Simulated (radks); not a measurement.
The gallium ion Ga7+, 24 electrons, occupied as [Ne] 3s1 3p6 3d7 (not the ground configuration).

Method: Dirac Kohn-Sham, RPBE, spin-unpolarised, spherical densities, point nucleus; open shells fill j = l - 1/2 first; computed with a radial shooting solver on a logarithmic mesh with Libxc functionals.

Energy parts (eV):
| part | energy |
|---|---|
| total | -52304.648 |
| kinetic | 53354.304 |
| electron-nucleus | -122601.243 |
| Hartree | 18867.416 |
| exchange-correlation | -1925.125 |

Orbitals (lengths in bohr, moments of r in powers of bohr; r(max) is where P^2 peaks):
| orbital | occ. | eigenvalue (eV) | r(max) | <r^2> | <r^4> | <r> |
|---|---|---|---|---|---|---|
| 1s1/2 | 2 | -10386.98 | 0.03177 | 0.003177 | 0.00002598 | 0.04859 |
| 2s1/2 | 2 | -1419.051 | 0.1824 | 0.05579 | 0.005403 | 0.2174 |
| 2p1/2 | 2 | -1274.152 | 0.1445 | 0.04347 | 0.003822 | 0.1881 |
| 2p3/2 | 4 | -1246.465 | 0.1473 | 0.04497 | 0.004063 | 0.1916 |
| 3s1/2 | 1 | -292.2726 | 0.5557 | 0.4504 | 0.3165 | 0.6268 |
| 3p1/2 | 2 | -244.5862 | 0.5490 | 0.4682 | 0.3610 | 0.6339 |
| 3p3/2 | 4 | -240.5213 | 0.5564 | 0.4805 | 0.3796 | 0.6423 |
| 3d3/2 | 4 | -159.8331 | 0.4980 | 0.5116 | 0.5141 | 0.6501 |
| 3d5/2 | 3 | -159.2016 | 0.5002 | 0.5157 | 0.5218 | 0.6528 |
| 4s1/2 | 0 | -101.7872 | 1.421 | 2.565 | 9.330 | 1.513 |
| 4p1/2 | 0 | -87.9686 | 1.514 | 2.934 | 12.36 | 1.615 |
| 4p3/2 | 0 | -87.1968 | 1.528 | 2.984 | 12.77 | 1.629 |
| 4d3/2 | 0 | -65.5543 | 1.734 | 3.944 | 23.01 | 1.861 |
| 4d5/2 | 0 | -65.4366 | 1.738 | 3.959 | 23.18 | 1.864 |

The highest occupied level is 3d5/2 at -159.20 eV. The density falls to 0.001 e/bohr^3 at r = 2.00 bohr.
